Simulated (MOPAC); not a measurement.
MOPAC input (AM1):

```
AM1 FORCE THERMO(298,298) PRECISE LET UHF MS=0.5 GEO-OK AUX(PRECISION=9) THREADS=1
CHBr2

C     0.44521536 1   -0.17053651 1    0.59068886 1
Br    0.52456334 1    1.50636618 1   -0.07009529 1
Br   -0.61424719 1   -1.47200161 1   -0.07162433 1
H     1.07817531 1   -0.41299360 1    1.44483421 1
```

Output:

```
 *******************************************************************************
 **                                                                           **
 **                              MOPAC v23.2.5                                **
 **                                                                           **
 *******************************************************************************
 ** MOPAC's Digital Object Identifier: https://doi.org/10.5281/zenodo.6511958 **
 **                                                                           **
 ** Please cite the open-source release paper for use of this MOPAC version:  **
 ** J. E. Moussa and J. J. P. Stewart (2026)                                  **
 ** MOPAC: An open-source semiempirical molecular orbital program             **
 ** J. Open Source Softw., 11(119), 8025, https://doi.org/10.21105/joss.08025 **
 *******************************************************************************

                              AM1 CALCULATION RESULTS

 *******************************************************************************
 *  AM1        - The AM1 Hamiltonian to be used
 *  GEO-OK     - OVERRIDE INTERATOMIC DISTANCE AND OTHER SAFETY CHECKS
 *  UHF        - UNRESTRICTED HARTREE-FOCK CALCULATION
 *  MS=        - IN MECI, MAGNETIC COMPONENT OF SPIN =  0.5
 *  LET        - OVERRIDE SOME SAFETY CHECKS
 *  PRECISE    - TIGHTER CRITERIA TO BE USED
 *  FORCE      - FORCE CALCULATION SPECIFIED
 *  AUX        - OUTPUT AUXILIARY INFORMATION
 *  THERMO     - THERMODYNAMIC QUANTITIES TO BE CALCULATED
 *******************************************************************************
AM1 FORCE THERMO(298,298) PRECISE LET UHF MS=0.5 GEO-OK AUX(PRECISION=9) THREADS=1
 CHBr2

   ATOM   CHEMICAL          X               Y               Z
  NUMBER   SYMBOL      (ANGSTROMS)     (ANGSTROMS)     (ANGSTROMS)

     1       C          0.44521536  *  -0.17053651  *   0.59068886  *
     2      Br          0.52456334  *   1.50636618  *  -0.07009529  *
     3      Br         -0.61424719  *  -1.47200161  *  -0.07162433  *
     4       H          1.07817531  *  -0.41299360  *   1.44483421  *

          CARTESIAN COORDINATES

    NO.       ATOM           X           Y           Z

     1         C          0.4452     -0.1705      0.5907
     2        Br          0.5246      1.5064     -0.0701
     3        Br         -0.6142     -1.4720     -0.0716
     4         H          1.0782     -0.4130      1.4448

  H: (AM1): M.J.S. DEWAR ET AL, J. AM. CHEM. SOC. 107 3902-3909 (1985)
  C: (AM1): M.J.S. DEWAR ET AL, J. AM. CHEM. SOC. 107 3902-3909 (1985)
 Br: (AM1): M.J.S. DEWAR AND E. G. ZOEBISCH, THEOCHEM, 180, 1 (1988).

           Empirical Formula: C H Br2  =     4 atoms

      MOLECULAR POINT GROUP   :   C2v

          UHF CALCULATION, NO. OF ALPHA ELECTRONS =   10
                           NO. OF BETA  ELECTRONS =    9

          HEAT OF FORMATION =      23.962842 KCALS/MOLE

          CARTESIAN COORDINATE DERIVATIVES

   NUMBER  ATOM         X            Y            Z

     1       C      0.000735     0.002268     0.001602
     2      Br      0.000867    -0.004318     0.000126
     3      Br     -0.003741    -0.001903     0.000103
     4       H      0.002139     0.003952    -0.001832

 DIPOLE           X         Y         Z       TOTAL
 POINT-CHG.     0.073     0.138    -0.000     0.156
 HYBRID        -0.292    -0.551    -0.000     0.624
 SUM           -0.219    -0.413    -0.000     0.468

          GRADIENT NORM =   0.00830

          MOLECULAR WEIGHT =  172.83

          ROTATIONAL CONSTANTS IN CM(-1)

          A =    1.46698134   B =    0.04149932   C =    0.04035764

           PRINCIPAL MOMENTS OF INERTIA IN UNITS OF 10**(-40)*GRAM-CM**2

          A =       19.0819   B =      674.5352   C =      693.6171

          ORIENTATION OF MOLECULE IN FORCE CALCULATION

    NO.       ATOM         X         Y         Z

     1          C      -0.3625   -0.6844    0.0000
     2         Br       1.4417   -0.6844    0.0000
     3         Br      -1.3762    0.8080    0.0000
     4          H      -0.8728   -1.6480   -0.0002

    FIRST DERIVATIVES WILL BE USED IN THE CALCULATION OF SECOND DERIVATIVES

    FOR POINT-GROUP C2v  THERE ARE   4 UNIQUE SYMMETRY FUNCTIONS.


(To convert to Hartree/Bohr^2, multiply by (10^(-21) x N x a0^2)/(4.184 x 627.51) =  0.0642)

           FORCE MATRIX IN MILLIDYNES/ANGSTROM

                  C  1      Br  2      Br  3       H  4
 ------------------------------------------------------
     C    1   8.452254
    Br    2   2.873215   3.709742
    Br    3   2.873818   0.623103   3.709742
     H    4   5.217491   0.437315   0.438217   5.573421

          HEAT OF FORMATION =      23.962842 KCALS/MOLE

          ZERO POINT ENERGY       9.237 KCAL/MOL

           NORMAL COORDINATE ANALYSIS (Total motion = 1 Angstrom)

   Root No.       1         2         3         4         5         6

                 1 A1      2 A1      1 B1      1 B2      2 B2      3 A1

                 196.9     568.1     591.5     837.4    1101.9    3165.3

           1   -0.1347    0.2081    0.0000    0.3988   -0.0713   -0.0351
           2   -0.2544    0.3930    0.0000   -0.2112    0.0377   -0.0663
           3   -0.0000    0.0000   -0.1591   -0.0000   -0.0000    0.0000
           4   -0.1787   -0.0631   -0.0000   -0.0426   -0.0015   -0.0002
           5    0.1211   -0.0074   -0.0000   -0.0018   -0.0035   -0.0001
           6    0.0000   -0.0000    0.0067   -0.0000   -0.0000   -0.0000
           7    0.2006    0.0293   -0.0000   -0.0225    0.0020   -0.0000
           8   -0.0797   -0.0564   -0.0000    0.0362    0.0032   -0.0002
           9    0.0000   -0.0000    0.0067    0.0000    0.0000   -0.0000
          10   -0.1312    0.2004   -0.0000    0.4095    0.8058    0.4327
          11   -0.2478    0.3784   -0.0000   -0.2169   -0.4268    0.8170
          12    0.0000   -0.0000    0.8274    0.0000    0.0000    0.0001

           MASS-WEIGHTED COORDINATE ANALYSIS (NORMAL COORDINATES)

   Root No.       1         2         3         4         5         6

                 1 A1      2 A1      1 B1      1 B2      2 B2      3 A1

                 196.9     568.1     591.5     837.4    1101.9    3165.3

           1   -0.1600    0.4029    0.0000    0.8042   -0.2577   -0.1263
           2   -0.3021    0.7607    0.0000   -0.4259    0.1365   -0.2384
           3   -0.0000    0.0000   -0.5510   -0.0000   -0.0000    0.0000
           4   -0.5471   -0.3152   -0.0000   -0.2217   -0.0139   -0.0014
           5    0.3709   -0.0371   -0.0000   -0.0092   -0.0324   -0.0012
           6    0.0000   -0.0000    0.0602   -0.0000   -0.0000   -0.0000
           7    0.6142    0.1464   -0.0000   -0.1170    0.0190   -0.0002
           8   -0.2442   -0.2816   -0.0000    0.1886    0.0297   -0.0019
           9    0.0000   -0.0000    0.0602    0.0000    0.0000   -0.0000
          10   -0.0451    0.1124   -0.0000    0.2393    0.8441    0.4507
          11   -0.0852    0.2122   -0.0000   -0.1267   -0.4471    0.8509
          12    0.0000   -0.0000    0.8301    0.0000    0.0000    0.0001

          DESCRIPTION OF VIBRATIONS

 VIBRATION          1    1A1         ATOM PAIR     ENERGY CONTRIBUTION    RADIAL
 FREQUENCY           196.93         C 1 -- Br3         +35.2% (171.0%)     24.9%
 TRANSITION DIPOLE   0.0833         C 1 -- Br2         +35.2% (171.0%)     24.9%
 TRAVEL (Ang.)       0.1057         Br2 -- Br3         +19.3% (126.6%)    100.0%
 REDUCED MASS       30.6730         C 1 -- H 4         +10.3% ( 92.4%)    100.0%
 EFFECTIVE MASS    108.3673
 FORCE CONSTANT      0.7009

 VIBRATION          2    2A1         ATOM PAIR     ENERGY CONTRIBUTION    RADIAL
 FREQUENCY           568.05         C 1 -- Br3         +43.6% (154.5%)     44.8%
 TRANSITION DIPOLE   0.5912         C 1 -- Br2         +43.6% (154.5%)     44.8%
 TRAVEL (Ang.)       0.1202         C 1 -- H 4         +11.9% ( 80.6%)    100.0%
 REDUCED MASS        8.2179         Br2 -- Br3          +1.0% ( 23.0%)    100.0%
 EFFECTIVE MASS     29.8454
 FORCE CONSTANT      1.5624

 VIBRATION          3    1B1         ATOM PAIR     ENERGY CONTRIBUTION    RADIAL
 FREQUENCY           591.48         C 1 -- H 4         +83.9% ( 99.3%)      0.0%
 TRANSITION DIPOLE   0.9196         C 1 -- Br3          +8.0% ( 30.7%)      0.0%
 TRAVEL (Ang.)       0.2679         C 1 -- Br2          +8.0% ( 30.7%)      0.0%
 REDUCED MASS        1.5879
 EFFECTIVE MASS      3.2687
 FORCE CONSTANT      0.3273

 VIBRATION          4    1B2         ATOM PAIR     ENERGY CONTRIBUTION    RADIAL
 FREQUENCY           837.42         C 1 -- Br3         +34.2% ( 94.4%)     85.8%
 TRANSITION DIPOLE   1.9605         C 1 -- Br2         +34.2% ( 94.4%)     85.8%
 TRAVEL (Ang.)       0.0966         C 1 -- H 4         +31.2% ( 90.2%)      0.0%
 REDUCED MASS        8.6316         Br2 -- Br3          +0.4% (  9.9%)      0.0%
 EFFECTIVE MASS     15.2462
 FORCE CONSTANT      3.5664

 VIBRATION          5    2B2         ATOM PAIR     ENERGY CONTRIBUTION    RADIAL
 FREQUENCY          1101.87         C 1 -- H 4         +91.3% ( 99.8%)      0.0%
 TRANSITION DIPOLE   0.4325         C 1 -- Br2          +4.3% ( 21.7%)     67.6%
 TRAVEL (Ang.)       0.2570         C 1 -- Br3          +4.3% ( 21.7%)     67.6%
 REDUCED MASS        0.9263
 EFFECTIVE MASS      1.7286
 FORCE CONSTANT      0.6626

 VIBRATION          6    3A1         ATOM PAIR     ENERGY CONTRIBUTION    RADIAL
 FREQUENCY          3165.35         C 1 -- H 4         +98.6% (100.0%)    100.0%
 TRANSITION DIPOLE   0.5342         C 1 -- Br3          +0.7% (  8.4%)     21.7%
 TRAVEL (Ang.)       0.1513         C 1 -- Br2          +0.7% (  8.4%)     21.7%
 REDUCED MASS        0.9301
 EFFECTIVE MASS      1.4103
 FORCE CONSTANT      5.4909

      SYMMETRY NUMBER FOR POINT-GROUP C2v =  2

          SYSTEM IS A GROUND STATE

 CHBr2

          MOLECULE IS NOT LINEAR

          THERE ARE  6 GENUINE VIBRATIONS IN THIS SYSTEM
          THIS THERMODYNAMICS CALCULATION IS LIMITED TO
          MOLECULES WHICH HAVE NO INTERNAL ROTATIONS

                    CALCULATED THERMODYNAMIC PROPERTIES
                                          *
   TEMP. (K)   PARTITION FUNCTION   H.O.F.    ENTHALPY  HEAT CAPACITY ENTROPY
                                   KCAL/MOL   CAL/MOLE    CAL/K/MOL  CAL/K/MOL

 298.00  VIB.     0.1891D+01                   627.8540     4.8615     3.3725
         ROT.     0.5329D+05                   888.2803     2.9808    24.6087
         INT.     0.1008D+06                  1516.1343     7.8423    27.9812
         TRA.     0.2197D+28                  1480.4672     4.9680    41.3466
         TOT.                       23.963    2996.6015    12.8103    69.3278

   *: NOTE: HEATS OF FORMATION ARE RELATIVE TO THE
            ELEMENTS IN THEIR STANDARD STATE AT 298K
              (=  Standard Enthalpy of Formation).

            Hvib:  Zero-point energy is not included.
                   frequencies of less than zero cm-1 are not included.
            Hrot = (3/2)RT
            Htra = (3/2)RT + pV = (5/2)RT

            Heat capacity is Cp, not Cv

          For more information, see: HTTP://OpenMOPAC.net/Manual/thermochemistry.html

           FORCE CONSTANT IN CARTESIAN COORDINATES (Millidynes/A)

    ATOM   CHEMICAL       X               Y               Z
   NUMBER   SYMBOL  FORCE CONSTANT  FORCE CONSTANT  FORCE CONSTANT

      1       C        5.288629        6.436439        0.750757
      2      Br        3.689991        0.339580        0.059985
      3      Br        1.488831        2.540741        0.059985
      4       H        1.748581        4.467900        0.143410

 **********************
 *                    *
 * JOB ENDED NORMALLY *
 *                    *
 **********************

 == MOPAC DONE ==
```
